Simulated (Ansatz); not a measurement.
Molecule: ZnBr (charge +1, singlet). 
Structure (B3LYP-D3(BJ)/def2-TZVP (Ansatz, an electronic-structure program) minimum search):
```xyz
2

Zn     0.0000     0.0000    -1.1921
Br     0.0000     0.0000     1.0218
```
Charge +1, spin multiplicity 1.

Property: vertical electron affinity (to the doublet state of charge +0; a negative value means that the extra electron is unbound and the number depends on the basis; each state is the SCF solution reached for its spin), in eV. Cores are frozen in the correlated levels unless marked. UHF or UKS for open shells. Spin-orbit coupling is left out. Frozen are the shells of the preceding noble gas and the d and f shells that filled before the atom's block. No relativistic terms. 

```
level                 program  vertical electron affinity (eV)
--------------------  -------  -------------------------------
SVWN5/def2-TZVPD       Ansatz                             8.81
PBE/def2-TZVPD         Ansatz                             8.61
PBE0/def2-TZVPD        Ansatz                             8.62
CAM-B3LYP/def2-TZVPD   Ansatz                             8.78
wB97M-V/def2-TZVPD     Ansatz                             8.55
wB97X-V/def2-TZVPD     Ansatz                             8.57
wB97X/def2-TZVPD       Ansatz                             8.56
CCSD(T)/def2-SVPD      Ansatz                             8.26
CCSD(T)/def2-TZVPPD    Ansatz                             8.43
```
